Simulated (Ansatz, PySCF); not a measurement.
This singlet lies 1.69 eV below the relaxed triplet at the level composite: frozen-core CCSD(T) with HF/cc-pVQZ and the correlation energy extrapolated as X^-3 from cc-pVTZ and cc-pVQZ, plus CCSDT(Q) minus CCSD(T) in cc-pVDZ // PBE0-D3(BJ)/def2-TZVP (Ansatz, a first-principles code).

Cartesian coordinates (Å):
```xyz
3

Cl     1.5495    -0.3189     0.0000
Ge    -0.3158     0.8150     0.0000
H     -1.2337    -0.4961     0.0000
```
Charge 0, spin multiplicity 1.

### Question
Predict the HOMO–LUMO gap, LUMO, HOMO, total energy and dipole moment from PBE0-D3(BJ)/def2-TZVP in PySCF.

### Answer

The HOMO–LUMO gap is 4.11 eV, the LUMO is -3.05 eV and the HOMO comes out as -7.16 eV. The total energy is -2537.4150 Ha and the dipole moment is 1.77 D.
